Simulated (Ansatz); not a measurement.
`[Cl][Ti]([Cl])([Cl])[c]1ccccc1` and `O=CCC(=O)c1ccccc1` differ in one atom or group.

Ansatz, PBE0-D4/def2-TZVP geometries, multiplicity 1. Each molecule was computed in one conformer, which needn't be the lowest.

Scalar relativity is left out up to krypton.

```tsv
property	`[Cl][Ti]([Cl])([Cl])[c]1ccccc1`
HOMO energy (PBE/def2-TZVPP) / eV	-6.88
HOMO energy (PBE0/def2-TZVPP) / eV	-7.88
HOMO–LUMO gap (ωB97M-V/def2-TZVPP) / eV	8.82
LUMO energy (B3LYP/def2-TZVPP) / eV	-3.37
HOMO energy (B3LYP/def2-TZVPP) / eV	-7.65
size of the dipole moment (PBE/def2-TZVPP) / D	2.93
```

Task: What does the change do to each property? (Estimate.)

Result: Ansatz gave: 
| property | `O=CCC(=O)c1ccccc1` | shift |
| --- | --- | --- |
| HOMO energy (PBE/def2-TZVPP) / eV | -5.92 | 0.96 |
| HOMO energy (PBE0/def2-TZVPP) / eV | -7.53 | 0.35 |
| HOMO–LUMO gap (ωB97M-V/def2-TZVPP) / eV | 9.77 | 0.95 |
| LUMO energy (B3LYP/def2-TZVPP) / eV | -2.31 | 1.06 |
| HOMO energy (B3LYP/def2-TZVPP) / eV | -7.28 | 0.37 |
| size of the dipole moment (PBE/def2-TZVPP) / D | 2.04 | -0.89 |

With PBE0 the HOMO rises by 0.35 eV and the LUMO rises by 1.06 eV, so the gap widens by about 0.71 eV. PBE moves the HOMO by 0.96 eV and ωB97M-V by 0.12 eV. Dipoles are sizes alone; their direction can turn.

B3LYP here is the variant with VWN-RPA as its local correlation; programs differ in this.
